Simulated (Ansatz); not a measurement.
Program: Ansatz. Geometries: PBE0-D4/def2-TZVP. ΔE: electronic, gas phase. CCSD(T)/CBS is the MP2 limit (def2-TZVPP, def2-QZVPP) plus CCSD(T) − MP2 in def2-TZVPP, frozen cores. This one scheme is used for every species. DFT in def2-TZVPP. B3LYP here is the variant with VWN-RPA as its local correlation; programs differ in this. HSE06 is defined as in plane-wave codes. For Mg outer-core shells are correlated without core-valence functions, which leaves a few kJ/mol of doubt a bond.

Reaction (ligand exchange at a Mg–C bond): `C[CH2][MgH]` + dimethylamine → `C[N](C)[MgH]` + ethane

```json
{"level": "LDA (SPW92)", "ΔE (kJ/mol)": "-78.1", "difference from CCSD(T)/CBS": "5.0"}
{"level": "HSE06-D4", "ΔE (kJ/mol)": "-77.7", "difference from CCSD(T)/CBS": "5.4"}
{"level": "BHLYP-D4", "ΔE (kJ/mol)": "-84.1", "difference from CCSD(T)/CBS": "-1.0"}
{"level": "ωB97M-V", "ΔE (kJ/mol)": "-79.2", "difference from CCSD(T)/CBS": "3.9"}
{"level": "PBE-QIDH", "ΔE (kJ/mol)": "-81.3", "difference from CCSD(T)/CBS": "1.8"}
{"level": "PBE", "ΔE (kJ/mol)": "-76.3", "difference from CCSD(T)/CBS": "6.8"}
{"level": "revPBE", "ΔE (kJ/mol)": "-75.6", "difference from CCSD(T)/CBS": "7.5"}
{"level": "r2SCAN", "ΔE (kJ/mol)": "-84.3", "difference from CCSD(T)/CBS": "-1.2"}
{"level": "PBE0", "ΔE (kJ/mol)": "-76.7", "difference from CCSD(T)/CBS": "6.4"}
{"level": "B3LYP", "ΔE (kJ/mol)": "-81.2", "difference from CCSD(T)/CBS": "1.9"}
{"level": "r2SCAN0", "ΔE (kJ/mol)": "-82.4", "difference from CCSD(T)/CBS": "0.7"}
{"level": "HF/def2-SVP", "ΔE (kJ/mol)": "-93.6", "difference from CCSD(T)/CBS": "-10.5"}
{"level": "CCSD/def2-SVP", "ΔE (kJ/mol)": "-95.9", "difference from CCSD(T)/CBS": "-12.8"}
{"level": "CCSD(T)/def2-SVP", "ΔE (kJ/mol)": "-96.6", "difference from CCSD(T)/CBS": "-13.5"}
{"level": "HF/def2-QZVPP", "ΔE (kJ/mol)": "-83.8", "difference from CCSD(T)/CBS": "-0.7"}
{"level": "SCS-MP2/def2-QZVPP", "ΔE (kJ/mol)": "-87.1", "difference from CCSD(T)/CBS": "-4.0"}
{"level": "CCSD(T)/CBS", "ΔE (kJ/mol)": "-83.1", "difference from CCSD(T)/CBS": "0"}
```

What do rigid-rotor, harmonic-oscillator terms from PBE0-D4/def2-TZVP frequencies (298.15 K, 1 bar) make of the CCSD(T)/CBS value? (An estimate is asked.)

Computed: ΔZPE = -1.0 kJ/mol, ΔH = -83.6 kJ/mol, ΔS = -22 J/(mol·K), ΔG = -77.1 kJ/mol.

Largest T1 diagnostic among the species: 0.010.

At CCSD(T), def2-SVP lies −13.5 kJ/mol from the extrapolated value and def2-TZVPP +0.5 kJ/mol. Leaving LDA and LC-ωPBE aside and taking each functional with its dispersion term where it has one, the values, not all of them listed here, spread over 7.0 kJ/mol, from r2SCAN-D4 to HSE06-D4.
